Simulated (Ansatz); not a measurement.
C3H7NSi can be A, `NC1=C[SiH2]C1`, or B, `C=C1[SiH2]N1C`.

Program: Ansatz. Geometries: PBE0-D4/def2-TZVP. ΔE: electronic, gas phase. CCSD(T)/CBS adds triple-zeta CCSD(T) − MP2 to the extrapolated MP2 energy (def2 sets, frozen cores). DFT in def2-TZVPP. B3LYP here is the variant with VWN-RPA as its local correlation; programs differ in this. Each species was taken in one conformer, which may not be the lowest.

A:

```xyz
12

N     1.960   -0.148   -0.112
C     0.609    0.028   -0.157
C    -0.167    0.631   -1.097
Si   -1.678    0.173   -0.175
C    -0.295   -0.543    0.914
H     2.375   -0.373    0.775
H     2.535    0.394   -0.734
H     0.171    1.133   -1.993
H    -2.513    1.248    0.438
H    -2.622   -0.819   -0.766
H    -0.232   -1.630    1.006
H    -0.145   -0.093    1.900
```

B:

Z-matrix (Å, degrees):
```
Si
C 1 1.811
N 1 1.703 2 46.3
H 1 1.483 2 122.9 3 -100.8
H 1 1.483 2 123.0 3 100.7
C 2 1.330 1 161.5 3 179.7
C 3 1.429 1 159.4 2 -179.1
H 6 1.085 2 121.5 1 -179.7
H 6 1.081 2 120.5 1 0.3
H 7 1.096 3 110.9 1 119.1
H 7 1.090 3 110.0 1 -1.0
H 7 1.096 3 110.9 1 -121.0
```

Question: Which isomer does CCSD(T)/CBS put lower? Give the gap. (An estimate is asked.)

Answer: Ansatz gave: A, by 108.6 kJ/mol.

Question: Give E(B) − E(A) in kJ/mol with B3LYP-D4, B2PLYP, BLYP-D4, LDA (SPW92), ωB97M-V, PBE-D4, HF/def2-TZVPP. (Estimate.)

Answer: Computed: B3LYP-D4 94.6, B2PLYP 99.5, BLYP-D4 84.7, LDA (SPW92) 109.6, ωB97M-V 109.9, PBE-D4 100.4, HF/def2-TZVPP 110.1. None reverses the order clearly.

Question: Does the order hold for the free energy at 298.15 K (harmonic terms from PBE0-D4)? (An estimate is asked.)

Answer: The calculation gave: Yes: G(B) − G(A) = +99.7 kJ/mol, for one conformer each. Modes under 60 cm⁻¹, often nearly free rotors, make the harmonic entropy too high.

Largest T1 diagnostic: 0.013.

From r2SCAN to r2SCAN0 (25 % exact exchange), in def2-TZVPP and without D4, E(B) − E(A) moves by +7.9 kJ/mol. Leaving LDA and LC-ωPBE aside and taking each functional with its dispersion term where it has one, the values, not all of them listed here, spread over 31.8 kJ/mol, from BLYP-D4 to PBE-QIDH. LDA lies +9.6 kJ/mol from PBE without D4.
